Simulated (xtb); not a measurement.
Nb(F)4(Me) (CH3F4Nb), SMILES [CH3][Nb]([F])([F])([F])[F], multiplicity 1. All values are semi-empirical tight-binding results from xtb (GFN2-xTB unless named), good for trends rather than for accurate numbers. Coordinates come from a GFN2-xTB optimisation. The multiplicity is an assumed one; no other spin state was optimised. The structure was generated by enumeration; whether it is a known compound was not checked.

For metal compounds this method's bond lengths and energies can be far off.

Estimate the properties. (The exact figures need the calculation; the answer reports its results.)


The orbital gap is 3.67 eV and the zero-point energy comes out as 25.6 kcal/mol. The G − E(el) at 298.15 K (modified RRHO) is 3.5 kcal/mol.
